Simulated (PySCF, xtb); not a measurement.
B(F)2(vinyl) (C2H3BF2), SMILES B(F)(F)C=C.

Geometry: B3LYP-D3(BJ)/def2-SVP. One conformer was computed; it need not be the lowest.

The numbers are results of C-PCM-B3LYP/def2-SVP run with PySCF 2.14.0, not measurements.

The values are the electrostatic part of the solvation free energy, E(continuum) − E(gas) at the gas-phase geometry, in a cavity of scaled van der Waals radii (PySCF's table); cavitation and dispersion terms are not included. In vacuum the orbital gap is 6.65 eV. The dipole moment in vacuum is 1.95 D.

Computed values in water (ε = 78.36), ethylethanoate (ε = 5.99), methanol (ε = 32.61):
```
solvent             ε  ΔG(elec) (kcal/mol)  dipole (D)  gap (eV)
--------------  -----  -------------------  ----------  --------
water           78.36                 -2.0        2.32      6.61
ethylethanoate   5.99                 -1.7        2.25      6.62
methanol        32.61                 -2.0        2.31      6.61
```

For comparison, GFN2-xTB/ALPB(water) (xtb, at the GFN2-xTB geometry, all terms of that model) gives -2.0 kcal/mol.
